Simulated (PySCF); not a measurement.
# Computed vibrations of BiI3(H2O)

BiI3(H2O) (singlet). PySCF 2.14.0, RKS PBE0, Bi def2-SVP with ECP60, I def2-SVP with ECP28, O def2-SVP, H def2-SVP; non-relativistic Hamiltonian with scalar-relativistic core potentials where named; density fitting; no spin-orbit coupling. Central differences of gradients.

```xyz
7

Bi   -0.4440    0.4111   -0.4111
I     1.3550    1.7439    1.3338
I    -1.6772   -1.3970    1.3970
I     1.3550   -1.3338   -1.7439
O    -2.0875    2.1452   -2.1452
H    -2.4193    3.0290   -1.9497
H    -2.4193    1.9497   -3.0290
```

Run from Python with OMP_NUM_THREADS=2. Where DIIS fails, smearing, a level shift and second-order steps follow.
It took 3.4 min on 2 threads of Arm Neoverse V2 (shared host).

Question: What are the harmonic wavenumbers and infrared intensities?

Answer: Modes are labelled in Cs; negative numbers are unstable modes, those under 60 cm⁻¹ near the noise; a finer grid moves soft modes by up to 10 cm⁻¹.
```csv
cm⁻¹,km/mol,symmetry
-31,–,a'
-26,–,a''
43,0.1,a''
44,0.0,a'
59,0.1,a'
77,0.1,a''
104,190.5,a'
133,12.0,a'
165,22.1,a''
167,44.9,a'
168,13.5,a'
266,49.0,a''
1622,37.4,a'
3856,47.5,a'
3958,85.0,a''
```

Question: Is this a minimum?

Answer: Probably not: 2 unstable, though so soft as to be near the noise; the lowest moves the atoms so:
```
Bi   0.03  0.01 -0.01
I    0.01 -0.01  0.02
I   -0.02  0.03 -0.03
I    0.01 -0.02  0.01
O   -0.29 -0.13  0.13
H   -0.56 -0.26  0.26
H   -0.56 -0.26  0.26
```
